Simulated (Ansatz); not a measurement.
propene (C$_{3}$H$_{6}$), singlet, at a GFN2-xTB geometry; PBE/def2-SV(P) (Ansatz, a first-principles code).

Input for Ansatz:
Ansatz 0.2 input:
```yaml
crystal:
  periodic: [false, false, false]
  atoms:
    - {symbol: C, position_ang: [1.27989193, 0.12352179, 0.00919112]}
    - {symbol: C, position_ang: [0.00825223, 0.47486055, 0.00924347]}
    - {symbol: H, position_ang: [1.58086326, -0.91147352, -0.00926160]}
    - {symbol: H, position_ang: [2.07459801, 0.84971927, 0.02748105]}
    - {symbol: H, position_ang: [-0.26659719, 1.52209281, 0.02807201]}
    - {symbol: C, position_ang: [-1.13573952, -0.48243353, -0.01537878]}
    - {symbol: H, position_ang: [-0.78376375, -1.51090673, -0.03343425]}
    - {symbol: H, position_ang: [-1.76443256, -0.33959044, 0.86334919]}
    - {symbol: H, position_ang: [-1.75509560, -0.30553422, -0.89454124]}
basis:
  gaussian:
    orbitals: def2-SV_P_.json
    symmetry_tolerance_ang: 0.01
hamiltonian:
  xc: pbe
```
The basis file holds def2-SV(P) in the JSON format of the Basis Set Exchange.

The log (banner, timings and long lists left out):

```
Functional definition: PBE
774 factors; their error is unknown
mean field evaluation 1: about -3191.8508 eV, gradient 5.8e1 eV
mean field evaluation 2: about -3183.8377 eV, gradient 7.9e1 eV
mean field evaluation 4: about -3200.7534 eV, gradient 7.0e0 eV
mean field evaluation 8: about -3200.8779 eV, gradient 5.2e-2 eV
mean field evaluation 16: about -3200.8414 eV, gradient 2.5e-5 eV
mean field -3200.84139003 eV, -117.6287514753 hartree, gradient 2.5e-5 eV, S^2 0.000000; 0 other end points of the search recorded, 0 dependent functions left out
reference -3200.84141991 eV, -117.6287525733 hartree; 12, 12 occupied and 42, 42 virtual orbitals, 774 factors
Total energy: -3200.84141991 eV, -117.6287525733 hartree
```
